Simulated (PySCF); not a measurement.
**Unknown: peak-picked proton spectrum**

Formula C6H8N2. The spectrum was simulated from the full spin Hamiltonian at 90 MHz with 1.0 Hz Lorentzian lines, from shifts rounded to 0.01 ppm and J to 0.1 Hz, couplings under 1 Hz left out. Exchangeable protons (1H) are left uncoupled and out of the list.

Maxima in Hz from TMS (height), grouped by integral:
2H: 748.9 (8), 747.5 (19), 746.6 (15), 742.1 (16), 741.2 (20), 739.9 (8)
2H: 551.6 (8), 550.2 (20), 549.4 (16), 544.9 (15), 544.1 (19), 542.6 (8)
3H: 250.2 (100)

PySCF calculation with spin–spin couplings from B3LYP/pcJ-1 (spin–dipole term only in couplings to heteroatoms), NMR shieldings at B97-2/pcSseg-1/GIAO and PBE0-D3(BJ)/def2-SVP structure; relativity neglected, equivalent nuclei averaged, single conformer, in vacuum.

Referencing at the same level of theory: TMS for $^{1}$H.

(1) Analyse the multiplets.

(2) What is the compound?

## Answers

(1) $^{1}$H NMR (90 MHz, computed): δ 8.27 (d, J = 6.3 Hz, 2H), 6.08 (d, J = 6.3 Hz, 2H), 3.15 (br s, 1H), 2.78 (s, 3H). These are first-order names from the parameters used; overlap and second-order distortion can hide them in the list.

(2) SMILES CNc1ccncc1.

Structure with atom numbers: `[CH3:1][NH:2][c:3]1[cH:4][cH:5][n:6][cH:7][cH:8]1`. Hydrogens are named by the atom that carries them.

1. δ 8.27: H(C5)/H(C7), hydrogen on an aromatic CH next to a ring nitrogen, coupled to H(C4)/H(C8) (6.3 Hz).
2. δ 6.08: H(C4)/H(C8), hydrogen on an aromatic CH, coupled to H(C5)/H(C7) (6.3 Hz).
3. δ 3.15: H(N2), hydrogen on an aniline-type nitrogen.
4. δ 2.78: H(C1), hydrogen on a methyl carbon bonded to N.

The data come from this structure; uniqueness wasn't tested.

The OH or NH signal is concentration- and solvent-dependent in practice; the value given is the gas-phase one. Splittings below 1 Hz are ignored in the labels, and close J values are merged. Couplings among chemically equivalent protons are left out too, so labels in AA′BB′ or AA′XX′ sets are apparent multiplicities. Unscaled 3J(H,H) at this level run about 10 % above measured values. Couplings to exchangeable protons are dropped.
